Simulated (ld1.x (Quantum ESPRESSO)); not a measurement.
## Before and after: ultrasoft potential for Ga (Z = 31)

Ga (Z = 31), ultrasoft, made with ld1.x (Quantum ESPRESSO) 7.5 (LDA (PZ), scalar-relativistic). Core [Ar], reference 3d10 4s2 4p0.5 (charge +0.5). Waves: 4s (bound): rcut 1.80, rcutus 2.05 bohr; 4s channel at 2.7 Ry: rcut 1.80, rcutus 2.05 bohr; 4p (bound): rcut 2.15, rcutus 2.55 bohr; 4p channel at 0.15 Ry: rcut 2.15, rcutus 2.55 bohr; 3d (bound): rcut 0.90, rcutus 1.10 bohr; 3d channel at -0.15 Ry: rcut 0.90, rcutus 1.10 bohr. Local part: all-electron potential smoothed inside 1.45 bohr (lloc = -1). Core correction: a·sin(br)/r model core inside 0.80 bohr. Augmentation charge: PSQ, inside the norm-conserving radii.

All-electron outer shells of the reference configuration (LDA (PZ), scalar-relativistic, ld1.x):

```tsv
shell	level (eV)	outermost node (bohr)	outermost maximum (bohr)
3p	-102.54	0.24	0.56
3d	-23.28	–	0.53
4s	-12.70	0.81	1.87
4p	-5.82	0.87	2.41
```

Change: waves 4s (bound): rcut 1.80, rcutus 2.60 bohr; 4s channel at 2.7 Ry: rcut 1.80, rcutus 2.60 bohr.

Cutoffs: the cutoffs (Ry, on a coarse ladder) from which the occupation-weighted sum of valence levels, in a spherical-Bessel basis at the reference potential, stays within 10 and 1 mRy of its value at 400 Ry; they do not see the model core or the augmentation charge, which bear on the density cutoff. Errors are all-electron minus pseudo energies relative to the spin-unpolarised reference configuration.

Q: Predict the effect on cutoff, ghosts and configuration errors.

A: The potential gets neither clearly harder nor softer (140 Ry and 200 Ry → 140 Ry and 200 Ry); of the 9 tests that both files solve, the error grows in 3 and shrinks in 2 by more than 15 % and 0.3 meV (median size 0.9 → 0.7 meV); neither file shows a bound ghost.

```tsv
quantity	base	changed
cutoff, loose	140 Ry	140 Ry
cutoff, tight	200 Ry	200 Ry
bound ghosts	none	none
error for 3d10 4s2 4p1, meV [ΔE -2.12 eV]	+0.1	+0.4
error for 3d10 4s2 4p0, meV [ΔE 3.77 eV]	-0.9	-0.2
error for 3d10 4s1 4p0, meV [ΔE 25.27 eV]	-14	-10
error for 3d9 4s2 4p2, meV [ΔE 18.28 eV]	-338	-365
error for 3d10 4s1 4p2, meV [ΔE 4.49 eV]	-1.4	-1.3
error for 3d10 4s0 4p3, meV [ΔE 11.42 eV]	-5.8	-6.6
error for 3d10 4s2 4p1.3, meV [ΔE -2.70 eV]	+0.1	+0.7
error for 3d10 4s2 4p0.5 (spin-polarised), meV [ΔE -0.04 eV]	0.0	0.0
error for 3d10 4s2 4p1 (spin-polarised), meV [ΔE -2.25 eV]	+0.2	+0.6
lowest overlap eigenvalue by channel	s 0.47, p 0.61, d 1.00	s 0.59, p 0.61, d 1.00
```
